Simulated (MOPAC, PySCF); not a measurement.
C$_{2}$H$_{7}$InS, SMILES `[CH3][In]([SH])[CH3]` (C–In–S–H torsion 0°), neutral singlet in the gas phase. 

Z-matrix (Å, degrees):
```
In
C 1 2.1449
H 2 1.0895 1 110.22
H 2 1.0913 3 109.23 1 121.34
H 2 1.0916 3 109.04 4 117.94
C 1 2.1472 2 131.90 3 175.78
H 6 1.0900 1 111.62 2 9.58
H 6 1.0910 7 109.28 1 -121.31
H 6 1.0917 7 108.92 8 -118.04
S 1 2.4100 2 113.32 3 -4.11
H 10 1.3429 1 94.57 2 179.74
```
Charge 0, spin multiplicity 1.

All levels are single points at this geometry (PBE0-D4/def2-TZVP); Pople sets use spherical d functions. Orbital energies aren't observables, and empty levels follow the basis.

PBE0-D4/def2-TZVP in PySCF gives gap (eV) = 6.09.

Problem. Estimate the gap (eV) from each of these levels: B3LYP-D3(BJ)/def2-TZVP in PySCF; B3LYP/LANL2DZ in PySCF; M06-2X/6-31G* (LANL2DZ on In) in PySCF; PBE/6-31G* (LANL2DZ on In) in PySCF; PM7 in MOPAC.

Solution. 
```csv
level,gap (eV)
B3LYP-D3(BJ)/def2-TZVP in PySCF,5.58
B3LYP/LANL2DZ in PySCF,5.75
M06-2X/6-31G* (LANL2DZ on In) in PySCF,7.66
PBE/6-31G* (LANL2DZ on In) in PySCF,4.25
PM7 in MOPAC,8.75
```
